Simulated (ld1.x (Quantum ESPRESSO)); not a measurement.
## u(r) = r·R(r): atom against pseudo-atom (silicon)

Columns: radius, all-electron u(r) and pseudo u(r) of the 3p shell (level -4.08 eV) of silicon in the configuration [Ne] 3s2 3p2; PBE, scalar-relativistic, ultrasoft scheme, ld1.x (Quantum ESPRESSO) 7.5.

| r (bohr) | all-electron | pseudo |
| --- | --- | --- |
| 0.100 | 0.1012 | -0.0049 |
| 0.200 | 0.2140 | -0.0193 |
| 0.300 | 0.2580 | -0.0426 |
| 0.400 | 0.2408 | -0.0738 |
| 0.500 | 0.1834 | -0.1116 |
| 0.600 | 0.1041 | -0.1545 |
| 0.700 | 0.0156 | -0.2008 |
| 0.800 | -0.0743 | -0.2490 |
| 0.900 | -0.1605 | -0.2975 |
| 1.000 | -0.2403 | -0.3448 |
| 1.100 | -0.3123 | -0.3900 |
| 1.200 | -0.3759 | -0.4319 |
| 1.300 | -0.4314 | -0.4701 |
| 1.400 | -0.4791 | -0.5042 |
| 1.500 | -0.5191 | -0.5340 |
| 1.600 | -0.5517 | -0.5596 |
| 1.700 | -0.5775 | -0.5808 |
| 1.800 | -0.5970 | -0.5979 |
| 1.900 | -0.6107 | -0.6108 |
| 2.000 | -0.6193 | -0.6193 |
| 2.100 | -0.6234 | -0.6234 |
| 2.200 | -0.6237 | -0.6237 |
| 2.300 | -0.6205 | -0.6205 |
| 2.400 | -0.6144 | -0.6144 |
| 2.500 | -0.6059 | -0.6059 |
| 2.600 | -0.5953 | -0.5953 |

How many radial nodes do the two functions have?

The all-electron 3p function has n − l − 1 = 1; the pseudo-wave has 0, since the states of the same l below it are removed with the core.

At about which radius was the pseudo-wave matched?

2.00 bohr, where the columns begin to agree (steps of 0.10 bohr).

Is the pseudo-wave norm-conserving?

No, it belongs to an ultrasoft set: the norm inside the radius is not constrained, and the difference is carried by the augmentation charge.
